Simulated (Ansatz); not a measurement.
**Two structures, one formula**

The two ends of one reaction step of BNH$_{6}$O$_{3}$, singlet (PBE0-D4/def2-TZVP).

A:

```tsv
atom	x (Å)	y (Å)	z (Å)
B1	-0.4115	0.0276	0.0010
N2	1.3092	-0.0878	-0.0031
O3	-0.7697	-0.4935	-1.2800
O4	-0.6374	1.4278	0.1715
H5	1.6638	0.0484	0.9369
O6	-0.7837	-0.7874	1.1136
H7	1.6988	0.6227	-0.6125
H8	1.5904	-1.0032	-0.3361
H9	-1.2172	0.1862	-1.7852
H10	-1.1175	1.5747	0.9872
H11	-1.3252	-1.5154	0.8065
```

B:

B1  (-0.144, 0.402, -0.914)
N2  (1.110, -0.093, -0.424)
O3  (-0.403, 0.280, -2.253)
O4  (-1.096, 0.935, -0.090)
H5  (0.278, -0.986, 1.375)
O6  (-0.142, -0.563, 2.139)
H7  (1.553, 0.374, 0.351)
H8  (1.782, -0.407, -1.105)
H9  (-1.304, 0.540, -2.456)
H10  (-0.921, 0.742, 0.842)
H11  (-0.712, -1.225, 2.535)
(Å)

Program: Ansatz 0.2.0. Basis: def2-TZVPP. Cores are frozen in the correlated methods. B3LYP uses VWN-RPA correlation.

**Question.** Which structure is lower at CCSD(T), and by how much? (To be estimated.)

**Answer.** By the calculation: A, by 3.16 kcal/mol (electronic energy, against the other). By their contacts, A is BNH₆O₃ ([NH3][B]([OH])([OH])[OH]) and B is a complex of BNH₄O₂ ([NH2][B]([OH])[OH]) + H₂O.

**Question.** Do the other methods give the same order? (Judge from chemistry; the calculation decides.)

**Answer.** The calculation gives: Not all: BLYP-D4, HF give the other order.

| method | E(B) − E(A) (kcal/mol) |
| --- | --- |
| SPW92 | 4.12 |
| PBE-D4 | 0.98 |
| BLYP-D4 | -1.03 |
| r2SCAN-D4 | 2.28 |
| B97M-V | 1.60 |
| PBE0-D4 | 2.27 |
| B3LYP-D4 | 0.13 |
| r2SCAN0-D4 | 3.02 |
| BHLYP-D4 | 1.40 |
| CAM-B3LYP-D4 | 1.29 |
| wB97X-V | 2.83 |
| wB97M-V | 2.35 |
| B2PLYP | 0.97 |
| PBE-QIDH | 3.53 |
| RPA on PBE | 3.38 |
| HF | -0.16 |
| MP2 | 3.23 |
| CCSD | 2.92 |
| CCSD(T) | 3.16 |

The T1 diagnostic stays at or below 0.011.

Labels in which every atom is bracketed show which atoms are joined, not bond orders.

For scale, one of the runs: CCSD(T)/def2-TZVPP, 239 basis functions, launched by `ansatz run in.yaml --threads 4 --pin off --events-out ev --progress --plain --max-ram 9574MiB`. Hardware: 4 CPU threads of an Intel Xeon, shared host. Wall time 3.3 min; peak host memory 5 GiB.
